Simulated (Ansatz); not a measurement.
Species: BBr, net charge 1, doublet state. SMILES: [B][Br+]
Structure (B3LYP-D3(BJ)/def2-TZVP (Ansatz, a program for electronic structure) minimum search):
```
Br
B 1 1.7549
```
Charge +1, spin multiplicity 2.

Property: vertical electron affinity (to the singlet state of charge +0; a negative value means that the extra electron is unbound and the number depends on the basis; each state is the SCF solution reached for its spin; for the singlet the Hartree-Fock reference is unstable and T1 is 0.017), in eV. Cores are frozen in the correlated levels unless marked. Open shells are spin-unrestricted. Spin-orbit coupling is left out. Frozen are the shells of the preceding noble gas and the d and f shells that filled before the atom's block. Non-relativistic. Basis-set limits of correlation are two-point, X^-3; Hartree-Fock from the larger set.

CCSD(T)/CBS(aug-cc-pVTZ,aug-cc-pVQZ) (Ansatz) gives 9.51 eV.

Q: Another calculation gave 9.29 eV. Which level was it?
(A) BHLYP/def2-TZVPD (Ansatz)
(B) r2SCAN/def2-TZVPD (Ansatz)
(C) CAM-B3LYP/def2-TZVPD (Ansatz)

A: A, BHLYP/def2-TZVPD (Ansatz). The others give 9.42 (CAM-B3LYP), 9.08 (r2SCAN) eV.
